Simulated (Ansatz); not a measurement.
Input for Ansatz (a quantum-chemistry and plane-wave program): R-wB97M-V/def2-TZVPP on BrGeHS (SMILES [SH][Ge][Br]), a point of a torsion scan.

Ansatz 0.2 input:
```yaml
crystal:
  periodic: [false, false, false]
  atoms:
    - {symbol: S, position_ang: [-1.32722350, 0.37522606, 0.50176720]}
    - {symbol: Ge, position_ang: [0.66808387, 1.08291157, -0.35633985]}
    - {symbol: Br, position_ang: [2.05157475, -0.78128302, 0.11105720]}
    - {symbol: H, position_ang: [-1.39955314, -0.69082764, -0.28971037]}
basis:
  gaussian:
    orbitals: def2-TZVPP
hamiltonian:
  xc: {name: wB97M-V}
scf: {lower_state_search: off}
```

Program output:

```
WARN ansatz: RAYON_NUM_THREADS=1 ignored (pool sized by the plan → 1); use --threads N
Functional definition: wB97M-V
these checks for a lower state are left out or cut short: stability, starts, cluster_reference, orbital_swaps, neighbouring_geometries, increment
integrals: 0.12 GiB planned
1144 factors; their error is unknown
integrals: 0.15 GiB planned
180 factors; integrals over basis functions are off by at most 5.0e-5 eV
mean field: 1.01 GiB planned
mean field evaluation 1: about -137408.7323 eV, gradient 2.3e1 eV
mean field evaluation 2: about -137409.1939 eV, gradient 2.5e1 eV
mean field evaluation 4: about -137410.2348 eV, gradient 8.4e-1 eV
mean field evaluation 8: about -137410.6554 eV, gradient 5.9e-2 eV
mean field evaluation 16: about -137410.6554 eV, gradient 1.2e-4 eV
mean field -137410.65540600 eV, -5049.7484458829 hartree, gradient 4.2e-6 eV, S^2 0.000000; 0 other end points of the search recorded, 0 dependent functions left out
reference -137410.65544179 eV, -5049.7484471984 hartree; 42, 42 occupied and 110, 110 virtual orbitals, 1144 factors
Total energy: -137410.65544179 eV, -5049.7484471984 hartree
Checks for a lower state left out: stability, starts, cluster_reference, orbital_swaps, neighbouring_geometries, increment
```

Self-consistency was reached.

Cost: about 5 core-seconds (a rough figure).
